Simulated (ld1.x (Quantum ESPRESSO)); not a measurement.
## Which change was made? (Al, TM)

- Element: aluminium
- Generator: ld1.x (Quantum ESPRESSO) 7.5
- Type: norm-conserving Troullier–Martins (Kleinman–Bylander form)
- Functional: BLYP
- Relativity: non-relativistic
- Frozen core: [Ne]
- Valence charge: 3
- Reference configuration: 3s2 3p1
- Partial waves: 3s (bound): rc 1.95 bohr; 3p (bound): rc 2.40 bohr; 3d channel at -0.15 Ry: rc 2.35 bohr
- Local potential: all-electron potential smoothed inside 1.60 bohr (lloc = -2)
- Core correction: none

Cutoffs, loose and tight: the cutoffs (Ry, on a coarse ladder) from which the occupation-weighted sum of valence levels, in a spherical-Bessel basis at the reference potential, stays within 10 and 1 mRy of its value at 400 Ry. They do not see the model core or the augmentation charge, which bear on the density cutoff. Test errors are all-electron minus pseudo excitation energies from the reference, over the configurations 3s2 3p0; 3s1 3p0; 3s2 3p0.5; 3s2 3p1.3; 3s1 3p2; 3s0 3p3; 3s1 3p1; variants that change the core or the reference have their own tests.

The base gives: outcome: generated; cutoff, loose: 10 Ry; cutoff, tight: 30 Ry; bound ghosts: none; largest test error (meV): +112.

**Question.** After one change the result is: outcome: generated; cutoff, loose: 10 Ry; cutoff, tight: 30 Ry; bound ghosts: none; largest test error (meV): +80. Which change was it?
A. type PAW; waves now 3s (bound): rcut 1.70, rcutus 1.95 bohr; 3s channel at 0.45 Ry: rcut 1.70, rcutus 1.95 bohr; 3p (bound): rcut 2.10, rcutus 2.40 bohr; 3p channel at 1.85 Ry: rcut 2.10, rcutus 2.40 bohr; 3d channel at -0.15 Ry: rcut 2.05, rcutus 2.35 bohr; local potential all-electron potential smoothed inside 1.55 bohr (lloc = -1); core correction a·sin(br)/r model core, default radius (ld1.x builds one for every PAW set, though the input has nlcc=.false.); augmentation BESSEL, radius 1.40 bohr
B. reference 3s2 3p0
C. core correction a·sin(br)/r model core inside 1.06 bohr

**Answer.** B. The others give: type PAW; waves now 3s (bound): rcut 1.70, rcutus 1.95 bohr; 3s channel at 0.45 Ry: rcut 1.70, rcutus 1.95 bohr; 3p (bound): rcut 2.10, rcutus 2.40 bohr; 3p channel at 1.85 Ry: rcut 2.10, rcutus 2.40 bohr; 3d channel at -0.15 Ry: rcut 2.05, rcutus 2.35 bohr; local potential all-electron potential smoothed inside 1.55 bohr (lloc = -1); core correction a·sin(br)/r model core, default radius (ld1.x builds one for every PAW set, though the input has nlcc=.false.); augmentation BESSEL, radius 1.40 bohr → outcome: failed: new_paw_hamiltonian: negative rho | core correction a·sin(br)/r model core inside 1.06 bohr → outcome: generated; cutoff, loose: 10 Ry; cutoff, tight: 30 Ry; bound ghosts: none; largest test error (meV): +19.
